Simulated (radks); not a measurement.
Results of a calculation; reference values are marked as such.
Neutral copper inside a hard spherical wall (all orbitals vanish at R), configuration held at [Ar] 3d10 4s1 and not refilled when levels cross. Level of theory: non-relativistic Kohn-Sham, PBEsol, spin-polarised, spherical densities, point nucleus; open shells are filled with parallel spins first (a radial shooting solver on a logarithmic mesh with Libxc functionals). Eigenvalues in eV for spin up, with the zero of energy where the potential of the charges vanishes at infinity; a dash marks a level that is unbound or too diffuse for the functional's potential to be trusted. A positive occupied level is held by the wall or, in an anion where self-interaction has pushed it up, behind a barrier. The pressure on the wall is -dE/dV.

R (bohr) = free: E (hartree) -1638.97135; kinetic (hartree) 1637.638; e(3s) -110.55; e(3p) -70.862; e(3d) -5.231; e(4s) -4.852; e(4p, empty) -0.920; e(5s, empty) -; pressure (GPa) 0
R (bohr) = 20: E (hartree) -1638.97135; kinetic (hartree) 1637.638; e(3s) -110.55; e(3p) -70.862; e(3d) -5.231; e(4s) -4.852; e(4p, empty) -0.920; e(5s, empty) -; pressure (GPa) < 0.0001
R (bohr) = 12: E (hartree) -1638.97133; kinetic (hartree) 1637.638; e(3s) -110.54; e(3p) -70.859; e(3d) -5.229; e(4s) -4.850; e(4p, empty) -0.870; e(5s, empty) 0.825; pressure (GPa) 0.000337
R (bohr) = 10: E (hartree) -1638.97116; kinetic (hartree) 1637.640; e(3s) -110.53; e(3p) -70.843; e(3d) -5.213; e(4s) -4.835; e(4p, empty) -0.761; e(5s, empty) 1.733; pressure (GPa) 0.00493
R (bohr) = 8: E (hartree) -1638.96955; kinetic (hartree) 1637.652; e(3s) -110.42; e(3p) -70.737; e(3d) -5.111; e(4s) -4.736; e(4p, empty) -0.397; e(5s, empty) 4.010; pressure (GPa) 0.0743
R (bohr) = 6: E (hartree) -1638.95395; kinetic (hartree) 1637.738; e(3s) -109.83; e(3p) -70.144; e(3d) -4.548; e(4s) -4.089; e(4p, empty) 1.005; e(5s, empty) 10.714; pressure (GPa) 1.30
R (bohr) = 4: E (hartree) -1638.77282; kinetic (hartree) 1638.479; e(3s) -106.32; e(3p) -66.672; e(3d) -1.258; e(4s) 0.709; e(4p, empty) 8.263; e(5s, empty) 38.000; pressure (GPa) 38.5
R (bohr) = 3.5: E (hartree) -1638.57679; kinetic (hartree) 1639.193; e(3s) -103.73; e(3p) -64.127; e(3d) 1.207; e(4s) 4.886; e(4p, empty) 13.812; e(5s, empty) 56.563; pressure (GPa) 108
R (bohr) = 3: E (hartree) -1638.13802; kinetic (hartree) 1640.706; e(3s) -99.258; e(3p) -59.754; e(3d) 5.582; e(4s) 13.128; e(4p, empty) 24.130; e(5s, empty) 88.771; pressure (GPa) 341
R (bohr) = 2.5: E (hartree) -1637.04226; kinetic (hartree) 1644.352; e(3s) -91.170; e(3p) -51.821; e(3d) 13.958; e(4s) 31.104; e(4p, empty) 45.327; e(5s, empty) 149.72; pressure (GPa) 1300
R (bohr) = 2: E (hartree) -1633.77794; kinetic (hartree) 1655.149; e(3s) -74.937; e(3p) -35.536; e(3d) 32.248; e(4s) 76.414; e(4p, empty) 95.259; e(5s, empty) 280.11; pressure (GPa) 6670
